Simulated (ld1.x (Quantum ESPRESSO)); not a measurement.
## Transferability test, TM potential for Mg (Z = 12)

- Element: Mg (Z = 12)
- Generator: ld1.x (Quantum ESPRESSO) 7.5
- Type: norm-conserving Troullier–Martins (Kleinman–Bylander form)
- Functional: LDA (PZ)
- Relativity: non-relativistic
- Frozen core: [He] 2s2
- Valence charge: 8
- Reference configuration: 2p6 3s0 3p0 (charge +2)
- Partial waves: 3s (bound, empty): rc 2.25 bohr; 2p (bound): rc 1.30 bohr; 3d channel at 0.2 Ry: rc 2.20 bohr
- Local potential: all-electron potential smoothed inside 1.20 bohr (lloc = -1)
- Core correction: a·sin(br)/r model core inside 1.30 bohr

Energies are relative to the spin-unpolarised reference configuration 2p6 3s0 3p0; without spin polarisation the order of configurations can differ from experiment. Spin-polarised rows fill each open shell by Hund’s rule, majority spin first. Not all tests gave a result: 3 of 9 tests not solved or not reliable (1 of them converged, to errors over 20 eV). Left out of the table: 2p6 3s2 3p0 (converged, but collapsed or in another state, printed error -963 eV); 2p6 3s1.5 3p0 (solver errors, printed error -3.5 eV); 2p6 3s1.5 3p0 (spin-polarised) (solver errors, printed error -3.5 eV).

```csv
valence configuration,charge,ΔE all-electron (eV),error AE − PS (meV)
2p6 3s1 3p0,+1,-15.024,+28
2p6 3s0 3p2,0,-15.851,-146
2p6 3s0 3p1,+1,-10.656,-114
2p6 3s1 3p1,0,-19.578,-2679
2p5 3s2 3p0,+1,35.605,+49
2p6 3s1 3p0 (spin-polarised),+1,-15.344,+35
```

Levels in the configuration 2p6 3s1 3p0 (spin-polarised):

```csv
level,all-electron (eV),pseudo (eV)
2p up,-55.825,-56.105
3s up,-11.977,-12.042
2p down,-55.676,-56.018
```

These tests converged, but a pseudo level misses the all-electron one widely, so the file describes the atom poorly there or has found another state: 2p6 3s1 3p1: 2p by 4.3 eV.

Note: ghost state, extra bound levels that the all-electron valence spectrum of the same l lacks: s at -7.5 eV. A true bound ghost makes a file unfit for plane-wave use.
